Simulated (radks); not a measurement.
Gd2+, 62 electrons, occupied as [Xe] 4f7 5d1. Calculated with a radial shooting solver on a logarithmic mesh with Libxc functionals: scalar-relativistic Kohn-Sham, LDA (Slater exchange, Perdew-Wang correlation), spin-polarised, spherical densities, finite nucleus; open shells are filled with parallel spins first (spin-orbit coupling, left out, can overturn this in heavy ions); Fermi nuclear charge, rms radius 5.1569 fm; hard spherical wall at 12 bohr. Some entries of the table are withheld. Estimate them.

orbital  occ.  eigenvalue (Ry)  <r^2> (bohr^2)
1s down     1        -3679.405       0.0006559
1s up       1        -3679.405       0.0006559
2s up       1        -608.4178         0.01029
2s down     1        -608.4077         0.01029
2p up       3        -541.8464        0.008287
2p down     3        -541.8390        0.008287
3s up       1        -135.6663         0.06845
3s down     1        -135.4654         0.06834
3p up       3        -115.0342         0.06860
3p down     3        -114.8348         0.06846
3d up       5        -87.69225         0.05761
3d down     5        -87.53560         0.05745
4s up       1        -28.23867          0.3456
4s down     1        -27.79426          0.3457
4p up       3        -21.43171          0.3901
4p down     3        -20.99203          0.3905
4d up       5        -12.00655          0.4695
4d down     5        -11.57532          0.4717
5s up       1         -4.77258           1.971
5s down     1         -4.52971           2.026
5p up       3         -3.09786           2.695
5p down     3         -2.90257           2.802
4f up       7         -1.80381          0.9365
4f down     0         -1.41853           1.057
5d up       1         -1.17324           6.254
6s up       0         -1.14166           12.24
6s down     0         -1.07161           13.00
5d down     0         -1.06265           6.846
6p up       0              (1)           18.17
6p down     0              (2)           19.65
5f up       0              (3)           36.87
5f down     0              (4)           39.94

Answer. 
(1) 6p up eigenvalue (Ry): -0.80447
(2) 6p down eigenvalue (Ry): -0.75441
(3) 5f up eigenvalue (Ry): -0.30581
(4) 5f down eigenvalue (Ry): -0.28760
